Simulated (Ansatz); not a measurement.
Species: PN, charge 1, doublet. PN+ (parent SMILES N#P, doublet).
B3LYP-D3(BJ)/def2-TZVP minimum from Ansatz (an electronic-structure program):
```
N
P 1 1.4748
```
Charge +1, spin multiplicity 2.

Total energies in aug-cc-pV(Q+d)Z, 9 correlated electrons, 6 frozen orbitals. Open shells are spin-unrestricted; no spin-orbit coupling. Cores are frozen in correlated methods. No relativity. The UHF reference of NP+ (parent SMILES N#P, doublet) is spin-contaminated (<S^2> up to 0.66 over the pure value in the sets run). The spin of NP+ (parent SMILES N#P, doublet) was assumed, and the state is the lowest solution found for it.

| method | program | energy (Eh) | minus CCSDT(Q) (mEh) |
|---|---|---|---|
| HF | Ansatz | -394.81542 | 331.96 |
| MP2 | Ansatz | -395.07483 | 72.55 |
| CCSD | Ansatz | -395.12156 | 25.82 |
| CCSD(T) | Ansatz | -395.14143 | 5.95 |
| CCSDT(Q) | Ansatz | -395.14738 | 0.00 |

Rough core times of Ansatz's runs on a shared machine: CCSD(T) 8 min, CCSDT(Q) 3 h.
